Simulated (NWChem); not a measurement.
# CH3NOSi; SMILES O=C=N[SiH3]

Computed with NWChem. The geometry was optimised at PBE-D3(BJ)/def2-SVP. Level PBE/def2-SVP: energy and gradient on several grids; changes count from the extra-fine grid, which is no exact limit either.

Which is the coarsest grid (medium; xfine; fine; coarse; xcoarse) from which on the energy stays within 500 μHa and each gradient component within 500 μHa/bohr of xfine?

coarse.
```tsv
grid	size of the energy change (μHa)	largest change of a gradient component (μHa/bohr)
xcoarse	3000	4000
coarse	60	200
medium	< 10	80
fine	< 10	< 30
xfine	< 10	< 30
```
